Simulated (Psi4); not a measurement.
C3H8, charge +1, doublet, at a GFN2-xTB geometry (a state made from the parent by changing its charge; the spin is typed, not shown lowest); CISD/6-31G* run with Psi4.

Here is a job for Psi4.
```
memory 2 GB

molecule mol {
1 2
  C     1.161192    0.510453   -0.283191
  C     0.103243   -0.510993   -0.054067
  C    -1.255636   -0.043013    0.332650
  H     2.031563    0.087720   -0.783130
  H     0.781756    1.388046   -0.816813
  H     1.534082    0.937173    0.661362
  H     0.483380   -1.270563    0.665516
  H     0.015119   -1.196717   -0.926573
  H    -1.875767   -0.858821    0.701542
  H    -1.221049    0.786200    1.046865
  H    -1.801881    0.388279   -0.521119
}

set basis 6-31g*
set reference uhf

energy('cisd')
print_variables()
```

What the program printed (banner, timings and long lists left out):

```
Traceback (most recent call last):
  File "psi4", line 375, in <module>
  File "<string>", line 32, in <module>
  File "site-packages/psi4/driver/driver.py", line 461, in energy
  File "site-packages/psi4/driver/task_planner.py", line 255, in task_planner
  File "site-packages/psi4/driver/driver_util.py", line 222, in negotiate_derivative_type
  File "site-packages/psi4/driver/driver_util.py", line 355, in highest_analytic_derivative_available

psi4.driver.p4util.exceptions.MissingMethodError: Method=cisd is not available for any derivative level under conditions CI_TYPE=CONV, REFERENCE=UHF, FREEZE_CORE=FALSE, QC_MODULE=(auto). See https://psicode.org/psi4manual/master/introduction.html#ss-cisd. Or did you mean? ccd ccsd cisdt cisdtq qcisd lccsd ci2 ci3 ci4 ci5 ci6 ci7 ci8 ci9 ci10 ci11 ci12 ci13 ci14 ci15 ci16 ci17 ci18 ci19 ci20 ci21 ci22 ci23 ci24 ci25 ci26 ci27 ci28 ci29 ci30 ci31 ci32 ci33 ci34 ci35 ci36 ci37 ci38 ci39 ci40 ci41 ci42 ci43 ci44 ci45 ci46 ci47 ci48 ci49 ci50 ci51 ci52 ci53 ci54 ci55 ci56 ci57 ci58 ci59 ci60 ci61 ci62 ci63 ci64 ci65 ci66 ci67 ci68 ci69 ci70 ci71 ci72 ci73 ci74 ci75 ci76 ci77 ci78 ci79 ci80 ci81 ci82 ci83 ci84 ci85 ci86 ci87 ci88 ci89 ci90 ci91 ci92 ci93 ci94 ci95 ci96 ci97 ci98

Printing out the relevant lines from the Psithon --> Python processed input file:
      H    -1.801881    0.388279   -0.521119
    ""","mol")
    core.IO.set_default_namespace("mol")
    core.set_global_option("BASIS", "6-31g*")
    core.set_global_option("REFERENCE", "uhf")
--> energy('cisd')
    print_variables()

!----------------------------------------------------------------------------------!
!                                                                                  !
!  Method=cisd is not available for any derivative level under conditions          !
!     CI_TYPE=CONV, REFERENCE=UHF, FREEZE_CORE=FALSE, QC_MODULE=(auto). See        !
!     https://psicode.org/psi4manual/master/introduction.html#ss-cisd. Or did you  !
!     mean? ccd ccsd cisdt cisdtq qcisd lccsd ci2 ci3 ci4 ci5 ci6 ci7 ci8 ci9 ci10 !
!     ci11 ci12 ci13 ci14 ci15 ci16 ci17 ci18 ci19 ci20 ci21 ci22 ci23 ci24 ci25   !
!     ci26 ci27 ci28 ci29 ci30 ci31 ci32 ci33 ci34 ci35 ci36 ci37 ci38 ci39 ci40   !
!     ci41 ci42 ci43 ci44 ci45 ci46 ci47 ci48 ci49 ci50 ci51 ci52 ci53 ci54 ci55   !
!     ci56 ci57 ci58 ci59 ci60 ci61 ci62 ci63 ci64 ci65 ci66 ci67 ci68 ci69 ci70   !
!     ci71 ci72 ci73 ci74 ci75 ci76 ci77 ci78 ci79 ci80 ci81 ci82 ci83 ci84 ci85   !
!     ci86 ci87 ci88 ci89 ci90 ci91 ci92 ci93 ci94 ci95 ci96 ci97 ci98             !
!                                                                                  !
!----------------------------------------------------------------------------------!
```

The input was rejected before any calculation.
